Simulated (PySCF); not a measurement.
A structure optimised at r2SCAN-D4/def2-SVP, used in a PySCF frequency run:

```
Y
Cl 1 2.4434
Cl 1 2.4434 2 120.00
Cl 1 2.4434 2 120.00 3 180.00
```

Problem. Write its SMILES, formula and point group.

Solution. [Cl][Y]([Cl])[Cl], Cl3Y, D3h

Problem. What are its rotational constants (standard atomic weights)?

Solution. 1.5919, 1.5919, 0.79593 GHz
